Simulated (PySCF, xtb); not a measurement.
C3H8Ge, SMILES C=C[CH2][GeH3]. One conformer was computed; it need not be the lowest.

Harmonic wavenumbers (cm⁻¹) from xtb with GFN2-xTB at its own minimum, in rising order: 73, 113, 190, 394, 451, 486, 533, 696, 775, 787, 859, 865, 886, 950, 1013, 1046, 1164, 1190, 1293, 1410, 1442, 1709, 1978, 2064, 2079, 2939, 2966, 3036, 3094, 3123.

Task: What does B3LYP-D3(BJ)/def2-SVP in PySCF give at its own minimum? (Estimate from the structure and the level; the computed values follow.)

Result: 84, 119, 211, 398, 489, 516, 552, 730, 819, 831, 887, 890, 926, 946, 1023, 1058, 1168, 1209, 1313, 1415, 1446, 1711, 2115, 2124, 2133, 3043, 3103, 3127, 3135, 3228. Paired by order, the mean absolute difference is 38 cm⁻¹ and the zero-point energies are 56.6 and 58.3 kcal/mol.
